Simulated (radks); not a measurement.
Values are calculated unless marked as measured or tabulated.
Valence configurations of the dysprosium ion Dy2+ (all share [Xe]). Level of theory: scalar-relativistic Kohn-Sham, SCAN, spin-polarised, spherical densities, finite nucleus; open shells are filled with parallel spins first (spin-orbit coupling, left out, can overturn this in heavy ions); meta-GGA in the generalised Kohn-Sham scheme; Fermi nuclear charge, rms radius 5.2218 fm (a radial shooting solver on a logarithmic mesh with Libxc functionals). Energies are relative to 4f10; eigenvalues in eV for spin up.

valence      E (eV)  moment (Bohr magnetons)    e(4f)    e(5d)    e(6p)
4f10          0.000                        4  -18.540        -        -
4f9.5 5d0.5   0.923                        5  -21.763  -14.560        -
4f9 5d1       2.604                        6  -25.228  -15.593        -
4f9.5 6p0.5   3.052                        5  -23.695        -  -11.581

NIST lists [Xe] 4f10 as the ground configuration; this level of theory agrees among the configurations tried. The energies are those of spherical high-spin densities, not of single terms. No valid solution was reached for [Xe] 4f9 6s1; [Xe] 4f8 6s2; [Xe] 4f7.5 5d0.5 6s2; [Xe] 4f9.5 6s0.5; [Xe] 4f6.5 5d1.5 6s2.
